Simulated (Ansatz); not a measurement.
Total energies of FH3NNbO2 (`[NH2][Nb](=[O])([OH])[F]`).

| atom | x (Å) | y (Å) | z (Å) |
| --- | --- | --- | --- |
| N1 | 0.5588 | -1.3598 | -0.1455 |
| Nb2 | -0.2818 | 0.4013 | -0.3455 |
| O3 | -1.9440 | 0.0886 | -0.4036 |
| O4 | 0.1597 | 1.5051 | 1.1333 |
| F5 | 0.2920 | 1.2359 | -1.9329 |
| H6 | 0.0607 | -2.2373 | -0.1429 |
| H7 | 1.5452 | -1.5112 | 0.0137 |
| H8 | -0.3906 | 1.8773 | 1.8234 |

Charge 0, multiplicity 1. Correlated methods include outer-core shells of Nb, which these sets cover unevenly. Nb: def2 effective core potential. The structure was optimised at the PBE0-D4/def2-TZVP level. It is one conformer, not always the lowest. Basis def2-TZVPP, Ansatz 0.2.0.

RPA on PBE orbitals: Hartree–Fock energy of these orbitals -361.99330 Eh, correlation -2.08603 Eh (frozen core).

```tsv
functional	energy without D4 (Eh)	D4 term (kJ/mol)
LDA (SPW92)	-361.96176	–
PBE	-363.93464	-15.9
revPBE	-364.17441	-43.3
BLYP	-364.16422	-34.2
r2SCAN	-364.11197	-3.8
B97M-V	-364.13170	–
PBE0	-363.87768	-13.5
B3LYP	-364.23601	-25.6
r2SCANh	-364.06653	-4.1
r2SCAN0	-364.00055	-4.5
HSE06 (plane-wave form)	-363.86366	-12.6
BHLYP	-363.94388	-20.6
CAM-B3LYP	-364.07630	-13.8
LC-ωPBE	-364.04324	–
ωB97X-V	-364.06516	–
ωB97M-V	-364.03079	–
B2PLYP	-363.94899	–
PBE-QIDH	-363.78062	–
```

B3LYP takes the VWN-RPA correlation (the form of Gaussian; ORCA's B3LYP/G). HSE06 is the plane-wave form, built on full-range PBE exchange. The double hybrids freeze the cores in their second-order part.

LC-ωPBE has ω = 0.4 bohr⁻¹.
